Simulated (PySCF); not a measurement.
Atoms are numbered as in `[F:1][C:2]([F:3])([F:4])[CH2:5][C:6]1=[CH:7][CH:8]=[CH:9][SiH2:10]1` (H(Xn): hydrogen on atom n).

Calculated, not measured (PySCF 2.14): σ from GIAO-PBE0/pcSseg-1, geometry from GFN2-xTB. Relativity neglected, gas phase, rapidly exchanging positions averaged, one conformer.

Task: List the cross peaks expected in HSQC, COSY and HMBC spectra.

Result: 

HSQC (one-bond C–H):
```tsv
δH	δC
7.26 (H(C8))	155.8 (C8)
7.06 (H(C7))	155.0 (C7)
6.32 (H(C9))	136.7 (C9)
3.24 (H(C5))	44.6 (C5)
```

COSY cross peaks (H two or three bonds apart, from the bond graph; peaks can be absent where the dihedral angle is near 90°):
```tsv
δH	δH
7.26 (H(C8))	7.06 (H(C7))
7.26 (H(C8))	6.32 (H(C9))
6.32 (H(C9))	4.67 (H(Si10))
```

HMBC (two and three bonds, from the bond graph):
```tsv
δH	δC
7.26 (H(C8))	155.0 (C7), 143.3 (C6), 136.7 (C9)
7.06 (H(C7))	155.8 (C8), 143.3 (C6), 136.7 (C9), 44.6 (C5)
6.32 (H(C9))	155.8 (C8), 155.0 (C7), 143.3 (C6)
4.67 (H(Si10))	155.8 (C8), 155.0 (C7), 143.3 (C6), 136.7 (C9), 44.6 (C5)
3.24 (H(C5))	155.0 (C7), 143.3 (C6), 135.3 (C2)
```

References, each an isolated molecule treated in the same way: TMS for ¹H, ¹³C.

Short H···H contacts in this conformer between protons four or more bonds apart (candidates for NOE cross peaks, intensity ∝ r⁻⁶): H(C5)···H(C7) 2.48 Å.

Shifts are as computed. Against solution values, carbons near 30 ppm lie about +3 ppm off and those near 130 ppm about +5 ppm. Of 1211 compounds with measured shifts, 218 miss one by over three times the rms of a fit or turn the order of signals round; such compounds aren't used in these exercises.
